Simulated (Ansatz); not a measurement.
C2H6N (SMILES [CH2]CN), doublet, geometry from GFN2-xTB; PBE/pcseg-1 run with Ansatz (an electronic-structure program).

Input for Ansatz:
Ansatz 0.2 input:
```yaml
crystal:
  periodic: [false, false, false]
  atoms:
    - {symbol: C, position_ang: [1.18853712, -0.42423795, -0.00475233]}
    - {symbol: C, position_ang: [0.11863727, 0.59050040, -0.00356732]}
    - {symbol: N, position_ang: [-1.21229979, -0.05001142, 0.00719856]}
    - {symbol: H, position_ang: [1.48344962, -0.89295660, 0.91586697]}
    - {symbol: H, position_ang: [1.45611355, -0.91757714, -0.92112399]}
    - {symbol: H, position_ang: [0.15672993, 1.21860401, -0.89696538]}
    - {symbol: H, position_ang: [0.16753083, 1.22769330, 0.88264099]}
    - {symbol: H, position_ang: [-1.30480657, -0.63928977, 0.82914715]}
    - {symbol: H, position_ang: [-1.31596525, -0.64396854, -0.81003784]}
basis:
  gaussian:
    orbitals: pcseg-1.json
    point_charges:
      - {charge: 1.0, position_ang: [-0.0993, -2.4714, 4.2270]}
hamiltonian:
  xc: pbe
magnetization: {spin_polarized: true, initial_magnetization: 1}
```
The basis file holds pcseg-1 in the JSON format of the Basis Set Exchange.

Output, abridged:

```
Functional definition: PBE
837 factors; their error is unknown
mean field evaluation 1: about -3644.3702 eV, gradient 4.5e1 eV
mean field evaluation 2: about -3623.7815 eV, gradient 7.7e1 eV
mean field evaluation 4: about -3654.0840 eV, gradient 6.2e0 eV
mean field evaluation 8: about -3654.2064 eV, gradient 2.7e-1 eV
mean field evaluation 16: about -3654.2068 eV, gradient 7.6e-5 eV
mean field -3654.20675559 eV, -134.2896213575 hartree, gradient 7.6e-5 eV, S^2 0.753344; 0 other end points of the search recorded, 0 dependent functions left out
reference -3654.20678789 eV, -134.2896225445 hartree; 13, 12 occupied and 59, 60 virtual orbitals, 837 factors
Total energy: -3654.20678789 eV, -134.2896225445 hartree
```
